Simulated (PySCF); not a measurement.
C3H5N2, charge +1. Atoms are numbered in the order given.

```xyz
10

C      0.0000     0.0000     1.2368
C      0.0000    -1.1135     0.3965
N      0.0000    -0.6719    -0.8746
N      0.0000     0.6719    -0.8746
C      0.0000     1.1135     0.3965
H      0.0000     0.0000     2.3235
H      0.0000    -2.1796     0.6153
H      0.0000    -1.2046    -1.7442
H      0.0000     1.2046    -1.7442
H      0.0000     2.1796     0.6153
```
Charge +1, spin multiplicity 1.

Coordinates come from a TPSSh-D3(BJ)/def2-SVP optimisation. The isomer is the one that the SMILES or the coordinates give; other isomers of the formula were not compared.

Calculation: KT2/pcSseg-1 (PySCF).

GIAO shieldings, no solvent; atoms alike by connectivity are averaged. δ = σ(ref) − σ: ¹³C against TMS (σ = 185.1 ppm); ¹⁵N against NH3 (σ = 266.2 ppm); ¹H against TMS (σ = 31.47 ppm), references at their B3LYP-D3(BJ)/def2-TZVP geometries, non-relativistic.

Computed chemical shifts:
| nucleus | atoms | count | δ (ppm) |
|---|---|---|---|
| ¹³C | C2, C5 | 2 | 134.5 |
| ¹³C | C1 | 1 | 111.7 |
| ¹⁵N | N3, N4 | 2 | 197.8 |
| ¹H | H8, H9 | 2 | 10.09 |
| ¹H | H7, H10 | 2 | 8.58 |
| ¹H | H6 | 1 | 7.76 |
